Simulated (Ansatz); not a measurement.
Tin tetrachloride, Cl4Sn: the same geometry under several functionals.

```yaml
crystal:
  periodic: [false, false, false]
  atoms:
    - {symbol: Cl, position_ang: [-1.086114, -0.176429, 1.993040]}
    - {symbol: Sn, position_ang: [0.009980, -0.014739, -0.008280]}
    - {symbol: Cl, position_ang: [1.909029, -1.288394, 0.057374]}
    - {symbol: Cl, position_ang: [-1.352422, -0.763152, -1.686551]}
    - {symbol: Cl, position_ang: [0.569429, 2.169016, -0.396983]}
basis:
  gaussian: {orbitals: def2-TZVPP}
hamiltonian: {xc: {name: wB97M-V}}
output: {forces: true, orbitals: {seedname: orbitals}}
```

```sh
$ ansatz run in.yaml --threads 2 --pin off --events-out ev --progress --plain --max-ram 32768MiB --backend cpu
```

Output, abridged:

```
Functional definition: wB97M-V
1672 factors; their error is unknown
245 factors; integrals over basis functions are off by at most 2.5e-5 eV
mean field evaluation 1: about -55923.2287 eV, gradient 2.6e1 eV
mean field evaluation 2: about -55923.6217 eV, gradient 2.7e1 eV
mean field evaluation 4: about -55925.0502 eV, gradient 5.0e-1 eV
mean field evaluation 8: about -55925.1638 eV, gradient 1.0e-1 eV
mean field -55925.16386213 eV, -2055.2118644958 hartree, gradient 2.6e-5 eV, S^2 0.000000; 0 other end points of the search recorded, 0 dependent functions left out
reference -55925.16391086 eV, -2055.2118662866 hartree; 45, 45 occupied and 173, 173 virtual orbitals, 1672 factors
Total energy: -55925.16391086 eV, -2055.2118662866 hartree
Atom 0 at    -1.086114    -0.176429     1.993040 Å, force     0.029251     0.004306    -0.053481 eV/Å
Atom 1 at     0.009980    -0.014739    -0.008280 Å, force     0.000118    -0.000058    -0.000019 eV/Å
Atom 2 at     1.909029    -1.288394     0.057374 Å, force    -0.050847     0.034151    -0.001771 eV/Å
Atom 3 at    -1.352422    -0.763152    -1.686551 Å, force     0.036388     0.019988     0.044877 eV/Å
Atom 4 at     0.569429     2.169016    -0.396983 Å, force    -0.014910    -0.058388     0.010393 eV/Å
Dipole moment:    -0.000006     0.000004     0.000001 e Å
```

Run time 28 s (2 threads of a server CPU on a shared host); peak host memory 1 GiB.

With the line `hamiltonian: {xc: {name: wB97X-V}}` and no forces (abridged; 18 s):

```
Functional definition: wB97X-V
mean field -55920.78077085 eV, -2055.0507888620 hartree, gradient 2.5e-5 eV, S^2 0.000000
Total energy: -55920.78076886 eV, -2055.0507887892 hartree
```

The same input with `hamiltonian: {xc: {name: BHLYP}, dispersion: d4}` and no forces (abridged; 11 s):

```
Functional definition: BHLYP
mean field -55926.77944857 eV, -2055.2712362021 hartree, gradient 4.6e-5 eV, S^2 0.000000
Total energy: -55927.17886201 eV, -2055.2859143756 hartree
```

Changing it to `hamiltonian: {xc: pbe0, dispersion: d4}` and no forces (abridged; 9 s):

```
Functional definition: PBE0
mean field -55912.44289078 eV, -2054.7443774211 hartree, gradient 4.1e-5 eV, S^2 0.000000
Total energy: -55912.66214349 eV, -2054.7524348098 hartree
```

The same input with `hamiltonian: {xc: {name: revPBE}, dispersion: d4}` and no forces (abridged; 3.8 s):

```
Functional definition: revPBE
mean field -55920.57703161 eV, -2055.0433015832 hartree, gradient 6.7e-5 eV, S^2 0.000000
Total energy: -55921.09560838 eV, -2055.0623589281 hartree
```

With the line `hamiltonian: {xc: r2scan, dispersion: d4}` (abridged; 11 s):

```
Functional definition: r2SCAN
mean field -55927.71962888 eV, -2055.3057871915 hartree, gradient 3.4e-5 eV, S^2 0.000000
Total energy: -55927.77675231 eV, -2055.3078864388 hartree
Atom 0 force    -0.057646    -0.008512     0.105183 eV/Å
Atom 1 force     0.000116    -0.000055    -0.000018 eV/Å
Atom 2 force     0.099711    -0.066827     0.003435 eV/Å
Atom 3 force    -0.071623    -0.039346    -0.088176 eV/Å
Atom 4 force     0.029441     0.114740    -0.020424 eV/Å
Dipole moment:    -0.000006     0.000004     0.000001 e Å
```
